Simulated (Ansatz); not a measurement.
Reaction (formal exchange of groups at a Te–Al bond): `[CH3][AlH][TeH]` + `C#C` → `C#C[TeH]` + `[CH3][AlH2]`

Isolated molecules relaxed with PBE0-D4/def2-TZVP in Ansatz; ΔE leaves out vibrations. CBS: MP2 limit from def2 TZ/QZ plus the TZ coupled-cluster correction, frozen cores. This one scheme is used for every species. DFT in def2-TZVPP. B3LYP here is the variant with VWN-RPA as its local correlation; programs differ in this. def2 core potentials past Kr. For Te outer-core shells are correlated without core-valence functions, which leaves a few kJ/mol of doubt a bond.

```json
{"level": "PBE0-D4", "ΔE (kcal/mol)": "38.0", "difference from CCSD(T)/CBS": "0.3"}
{"level": "B3LYP-D4", "ΔE (kcal/mol)": "36.2", "difference from CCSD(T)/CBS": "-1.5"}
{"level": "BHLYP-D4", "ΔE (kcal/mol)": "37.9", "difference from CCSD(T)/CBS": "0.2"}
{"level": "CAM-B3LYP-D4", "ΔE (kcal/mol)": "36.1", "difference from CCSD(T)/CBS": "-1.6"}
{"level": "BLYP", "ΔE (kcal/mol)": "34.7", "difference from CCSD(T)/CBS": "-3.0"}
{"level": "r2SCAN", "ΔE (kcal/mol)": "37.9", "difference from CCSD(T)/CBS": "0.2"}
{"level": "PBE0", "ΔE (kcal/mol)": "37.8", "difference from CCSD(T)/CBS": "0.1"}
{"level": "r2SCANh", "ΔE (kcal/mol)": "38.4", "difference from CCSD(T)/CBS": "0.7"}
{"level": "CAM-B3LYP", "ΔE (kcal/mol)": "35.9", "difference from CCSD(T)/CBS": "-1.8"}
{"level": "LC-ωPBE", "ΔE (kcal/mol)": "36.8", "difference from CCSD(T)/CBS": "-0.9"}
{"level": "MP2/def2-SVP", "ΔE (kcal/mol)": "39.1", "difference from CCSD(T)/CBS": "1.4"}
{"level": "CCSD(T)/def2-SVP", "ΔE (kcal/mol)": "38.8", "difference from CCSD(T)/CBS": "1.1"}
{"level": "HF/def2-TZVPP", "ΔE (kcal/mol)": "38.2", "difference from CCSD(T)/CBS": "0.5"}
{"level": "HF/def2-QZVPP", "ΔE (kcal/mol)": "37.8", "difference from CCSD(T)/CBS": "0.1"}
{"level": "SCS-MP2/def2-QZVPP", "ΔE (kcal/mol)": "36.2", "difference from CCSD(T)/CBS": "-1.5"}
{"level": "MP2/CBS(def2)", "ΔE (kcal/mol)": "38.2", "difference from CCSD(T)/CBS": "0.5"}
{"level": "CCSD(T)/CBS", "ΔE (kcal/mol)": "37.7", "difference from CCSD(T)/CBS": "0"}
```

Largest T1 diagnostic among the species: 0.013.

Leaving LDA and LC-ωPBE aside and taking each functional with its dispersion term where it has one, the values, not all of them listed here, spread over 6.6 kcal/mol, from B97M-V to r2SCAN0-D4. LDA lies +0.8 kcal/mol from PBE without D4. At CCSD(T), def2-SVP lies +1.1 kcal/mol from the extrapolated value and def2-TZVPP −1.1 kcal/mol. From PBE to PBE0 (25 % exact exchange), in def2-TZVPP and without D4, ΔE moves by +1.4 kcal/mol.
